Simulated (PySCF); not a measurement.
# Potassium: a sound run and one with changed settings

Sound run: K²⁺ [Ne] 3s2 3p5, K³⁺ [Ne] 3s2 3p4. Computed with PySCF 2.14 in cc-pVDZ-X2C, with scalar relativity by spin-free X2C-1e. The sound run starts from symmetry-adapted Hartree-Fock orbitals and uses a fine grid where one is needed.

Changed run: radial step 0.8 in ln r (0.13 in the sound run). This setting is unsound on purpose.

| species | method | sound run (hartree) | changed run (hartree) | converged |
| --- | --- | --- | --- | --- |
| K²⁺ | UHF | -600.15023 | -600.15023 | yes |
| K²⁺ | M06-L | -600.84215 | -600.59489 | yes |
| K²⁺ | PBE | -600.64389 | -600.59333 | yes |
| K³⁺ | UHF | -598.43038 | -598.43038 | yes |
| K³⁺ | M06-L | -599.06903 | -598.82117 | yes |
| K³⁺ | PBE | -598.87356 | -598.83723 | yes |

Ionisation energy of K²⁺:

```tsv
method	sound run (eV)	changed run (eV)
UHF	46.800	46.800
M06-L	48.249	48.265
PBE	48.173	47.786
```

A coarse radial grid mis-integrates the density and the exchange-correlation energy, with errors of either sign; Hartree-Fock needs no grid.

For comparison, NIST gives 45.803 eV between the lowest levels.
